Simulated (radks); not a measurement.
The numbers below are computed, except where a source is named.
The molybdenum ion Mo5+, 37 electrons, occupied as [Kr] 4d1.

Code: a radial shooting solver on a logarithmic mesh with Libxc functionals. Model: Dirac Kohn-Sham, PBE, spin-unpolarised, spherical densities, finite nucleus; open shells fill j = l - 1/2 first; Fermi nuclear charge, rms radius 4.4091 fm.

Energy parts (eV):
total: -110041.012
kinetic: 114112.362
electron-nucleus: -263428.721
Hartree: 42585.829
exchange-correlation: -3310.482

Orbitals (lengths in bohr, moments of r in powers of bohr; r(max) is where P^2 peaks):
| orbital | occ. | eigenvalue (eV) | r(max) | <r^2> | <r^4> |
|---|---|---|---|---|---|
| 1s1/2 | 2 | -19879.06 | 0.02287 | 0.001669 | 7.209e-06 |
| 2s1/2 | 2 | -2864.955 | 0.1297 | 0.02779 | 0.001333 |
| 2p1/2 | 2 | -2640.940 | 0.1009 | 0.02099 | 0.0008859 |
| 2p3/2 | 4 | -2534.391 | 0.1048 | 0.02235 | 0.0009919 |
| 3s1/2 | 2 | -542.6518 | 0.3837 | 0.2104 | 0.06858 |
| 3p1/2 | 2 | -457.4365 | 0.3709 | 0.2085 | 0.07101 |
| 3p3/2 | 4 | -439.8617 | 0.3802 | 0.2187 | 0.07801 |
| 3d3/2 | 4 | -289.3441 | 0.3207 | 0.2047 | 0.08111 |
| 3d5/2 | 6 | -286.0113 | 0.3234 | 0.2080 | 0.08361 |
| 4s1/2 | 2 | -127.4106 | 0.9793 | 1.307 | 2.519 |
| 4p1/2 | 2 | -102.2687 | 1.036 | 1.521 | 3.506 |
| 4p3/2 | 4 | -99.4975 | 1.058 | 1.585 | 3.803 |
| 4d3/2 | 1 | -60.9962 | 1.236 | 2.395 | 9.281 |
| 4d5/2 | 0 | -60.6326 | 1.243 | 2.423 | 9.488 |

The highest occupied level is 4d3/2 at -60.996 eV. For comparison, the ionisation energy in NIST's Atomic Spectra Database is 68.827 eV (measured). In exact Kohn-Sham theory the highest level is minus the ionisation energy, but local and semilocal functionals leave it too shallow, through self-interaction and a potential that decays too fast; potentials with the right tail come closer. The density falls to 0.001 e/bohr^3 at r = 2.80 bohr. Summed over all electrons, <r^2> = 18.36 bohr^2, which gives a Langevin (diamagnetic) susceptibility term of -14.5 x 10^-6 cm^3/mol. The electron density at the nucleus is 9.087e+04 e/bohr^3.

Beside tabulated values, note that spin-unpolarised runs miss the spin-polarisation part of the exchange energy of open shells.
